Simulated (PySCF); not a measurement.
O⁺ (oxygen, charge +1): UHF calculation

Configuration: [He] 2s2 2p3, high-spin 4S determinant. Computed with PySCF 2.14 in dyall-av3z (15s9p3d2f, 71 functions), with the non-relativistic Hamiltonian (point nucleus).

| Item | Value |
| --- | --- |
| Total energy | -74.376978 hartree |
| One-electron energy | -98.4703 hartree |
| Hartree (Coulomb) energy | 32.0076 hartree |
| Exchange energy | -7.9143 hartree |
| Kinetic energy | 74.37667 hartree |
| ⟨S²⟩ | 3.7556 |
| ⟨L²⟩ | 0.000 |
| Sum of ⟨r⟩ | 5.809 bohr |
| Sum of ⟨r²⟩ | 7.334 bohr² |
| Density at the nucleus (Gaussians lack the cusp) | 310 bohr⁻³ |
| Spin density at the nucleus | 0.245 bohr⁻³ |
| Langevin diamagnetic susceptibility | -5.81 ×10⁻⁶ cm³/mol |

| shell | electrons | mean orbital energy (hartree) | rms radius, mean of both spins (bohr) |
| --- | --- | --- | --- |
| 1s α | 1 | -21.41084 | 0.230 |
| 1s β | 1 | -21.27812 | 0.230 |
| 2s α | 1 | -2.07158 | 1.20 |
| 2s β | 1 | -1.53072 | 1.20 |
| 2p α | 3 | -1.33079 | 1.20 |

Spin-orbit constants ζ (cm⁻¹) from the X2C one-electron operator on these orbitals (non-relativistic here): bare nucleus, nucleus screened by l(l+1)(2l+1)/3 electrons, and screened by the Breit-Pauli mean field of the electrons.

| shell | bare | screened nucleus | mean field |
| --- | --- | --- | --- |
| 2p | 284.2 | 213.2 | 184.4 |
